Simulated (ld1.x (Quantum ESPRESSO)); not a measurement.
oxygen (O): excitation energies, all-electron against PAW

| Item | Value |
| --- | --- |
| Element | O |
| Generator | ld1.x (Quantum ESPRESSO) 7.5 |
| Type | PAW |
| Functional | PBEsol |
| Relativity | scalar-relativistic |
| Frozen core | [He] |
| Valence charge | 6 |
| Reference configuration | 2s2 2p4 |
| Partial waves | 2s (bound): rcut 0.85, rcutus 1.00 bohr; 2s channel at 0.3 Ry: rcut 0.85, rcutus 1.00 bohr; 2p (bound): rcut 1.25, rcutus 1.40 bohr; 2p channel at -0.35 Ry: rcut 1.25, rcutus 1.40 bohr; 3d channel at -0.2 Ry: rcut 1.00, rcutus 1.15 bohr; 3d channel at 1.65 Ry: rcut 1.00, rcutus 1.15 bohr |
| Local potential | all-electron potential smoothed inside 1.40 bohr (lloc = -2) |
| Core correction | Bessel-smoothed model core, default radius (core density twice the valence density) |
| Augmentation charge | BESSEL, radius 0.80 bohr |

Energies are relative to the spin-unpolarised reference configuration 2s2 2p4; without spin polarisation the order of configurations can differ from experiment.

```
valence configuration  charge  ΔE all-electron (eV)  error AE − PS (meV)
              2s2 2p3      +1                16.360                 -4.1
              2s2 2p2      +2                49.837                  -28
            2s2 2p4.3    -0.3                -2.107                 +0.1
              2s0 2p6       0                29.748                 +5.5
              2s1 2p5       0                14.855                 +1.3
```

(1) What are ΔE and the potential's error for 2s2 2p3.5?

(2) What are ΔE and the potential's error for 2s2 2p1?

Levels in the configuration 2s2 2p3.5:

```
level  all-electron (eV)  pseudo (eV)
   2s            -31.227      -31.230
   2p            -16.207      -16.210
```

## Answers

(1) ΔE = 6.254 eV all-electron; the error (AE − PS) is -0.8 meV.

(2) ΔE = 103.544 eV all-electron; the error (AE − PS) is -64 meV.
